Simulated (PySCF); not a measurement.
IrO₄, SMILES [O]=[Ir+]1(=[O])[O][O]1, charge +1, multiplicity 1.

Coordinates come from a B3LYP-D3(BJ)/def2-SVP optimisation. The multiplicity is an assumed one; other spin states were not compared. The def2 effective core potentials stand for the cores of Ir; spin–orbit coupling is left out.

These are PBE/def2-TZVP (PySCF) values and carry that method's errors.

Symmetry labels are those of the subgroup C2v that the program uses (full group C2v).

Computed valence orbital energies around the gap with their symmetry:
```tsv
orbital	symmetry	energy (eV)
HOMO−7	A2	-19.62
HOMO−6	B1	-19.00
HOMO−5	B2	-18.39
HOMO−4	A1	-17.53
HOMO−3	B1	-16.26
HOMO−2	B2	-16.25
HOMO−1	A1	-15.10
HOMO	A2	-14.40
LUMO	A2	-12.74
LUMO+1	B1	-11.87
LUMO+2	A1	-11.33
LUMO+3	B2	-10.86
```
